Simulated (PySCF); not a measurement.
Core-level binding energies of `C[S][GaH2-][NH3+]`

Compound: CH8GaNS.
Geometry (PBE0-D3(BJ)/def2-SVP, Å), atoms numbered from 1 in this order:
```xyz
12
CH8GaNS angstrom
C      2.110   -0.542   -0.265
S      1.119   -0.271    1.242
Ga    -0.467    1.147    0.512
N     -1.912   -0.337   -0.082
H      2.248    0.390   -0.832
H      1.658   -1.297   -0.927
H      3.099   -0.910    0.044
H     -1.281    1.841    1.666
H     -0.165    1.820   -0.882
H     -2.788    0.022   -0.462
H     -2.128   -0.906    0.736
H     -1.493   -0.957   -0.775
```

Level of theory: PySCF, delta-SCF UKS SCAN, pcX-2 on the ionised atom, pcseg-1 elsewhere, spin-free X2C. Binding energies are ΔSCF values: E(core-ionised, relaxed orbitals) − E(ground state) at a fixed geometry, referred to the vacuum level.

Question: What binding energy does each computed site have?

Answer: 
```
atom(s)   bonded to  level  binding energy (eV)  count
     S2    C and Ga   S 1s              2475.49      1
     N4  3 H and Ga   N 1s               407.26      1
     C1   S and 3 H   C 1s               290.73      1
```

Question: Which photon wavelength matches the S 1s of S2 threshold?

Answer: λ = hc/E = 12398.42 eV Å / 2475.49 eV = 5.008 Å.

Not every level is listed. No level of gallium is listed. Isolated species at its PBE0-D3(BJ)/def2-SVP geometry (one conformer only).

Time: 33 s. Hardware: one thread, x86-64 server (shared host).
